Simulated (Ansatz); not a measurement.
CH₆BClOSi, SMILES `CB[SiH](O)Cl` at its PBE0-D4/def2-TZVP geometry, where that method's forces vanish. Total charge 0; spin multiplicity 1.

```tsv
atom	x (Å)	y (Å)	z (Å)
C1	-0.2331	0.7286	-1.4736
B2	-0.8736	-0.1533	-0.3696
Si3	0.0828	-0.6551	1.3235
O4	1.2772	0.3583	1.8193
Cl5	0.8795	-2.4863	0.7316
H6	-0.5371	0.4647	-2.4890
H7	-0.6705	1.7259	-1.2879
H8	0.8505	0.8559	-1.4337
H9	-1.9862	-0.5710	-0.5351
H10	-0.7182	-0.8984	2.5437
H11	1.9287	0.6306	1.1708
```

For each bond, give half the difference of the two atoms' forces along it (eV/Å; positive pushes the atoms apart) under PBE-D4, r2SCAN-D4, B3LYP-D4, ωB97M-V in def2-TZVPP. (Estimate.)

Ansatz gave: 
```tsv
bond	length (Å)	PBE-D4	r2SCAN-D4	B3LYP-D4	ωB97M-V
C1–B2	1.551	-0.06	0.03	0.10	0.13
C1–H6	1.092	0.14	-0.02	-0.04	-0.07
C1–H7	1.105	0.16	0.01	-0.04	-0.05
C1–H8	1.092	0.12	-0.01	-0.03	-0.06
B2–Si3	2.008	-0.21	-0.05	-0.02	-0.02
B2–H9	1.200	0.09	-0.02	-0.14	-0.14
Si3–O4	1.643	0.36	0.06	0.13	0.13
Si3–Cl5	2.083	0.17	0.08	0.21	0.05
Si3–H10	1.480	0.08	-0.03	-0.15	-0.19
O4–H11	0.959	0.34	0.01	-0.02	-0.06
```

B3LYP here is the variant with VWN-RPA as its local correlation; programs differ in this.
